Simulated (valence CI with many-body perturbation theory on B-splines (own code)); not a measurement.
**Au³⁹⁺ in brief**

Computed by valence CI with perturbative core correlation (CI+MBPT): four valence electrons over a frozen Dirac-Fock core [Kr], radial functions for each j: 7 s, 7 p, 8 d, 6 f, 4 g, 1 h, with the one-electron correlation potential Σ1, the two-electron term Σ2, the three-electron term Σ3, Breit, model QED; selected CI, second order for the rest, scaled by the run's own slope (own B-spline code, finite nucleus).

The last digits are not significant, and no measured levels were compared; by estimate large intervals hold to a few tenths of a per cent, small ones and those within an open d or f shell to about a per cent. The list stops below the first excitations out of the core.

Levels are named by their leading jj configuration (3d3/2^4 stands for four electrons in 3d with j = 3/2), which in mixed levels can hold well under half, so a name can repeat and another be missing.

Rates and lifetimes use the calculated energies. Strong lines usually hold to 10 to 20 %, long lifetimes can be off by a factor of two.

What is the ground level?

(4d3/2^4) J=0, composition 59 % 4d4 3P + 27 % 4d4 5D + 13 % 4d4 1S.

What is the ionisation energy?

1846.5 eV; NIST lists 1845 ± 4 eV (theoretical).

How well does LS coupling describe the low levels?

Among the lowest 20 levels the leading LS term, summed over configurations, holds 48 % on average. For single configurations the figures are 48 % in LS and 96 % in jj coupling. Terms mix most in the J = 4 level at 27.34 eV, where the leading one holds 28 %.

Name the longest-lived excited levels whose lifetime is computed, and their main decay.

(4d3/2^2 4d5/2^2) J=6 at 53.19 eV lives 32.4 ms, mostly by E2 to (4d3/2^3 4d5/2) J=4. The lifetime of (4d3/2^3 4d5/2) J=4 is too uncertain to give, and may be longer.
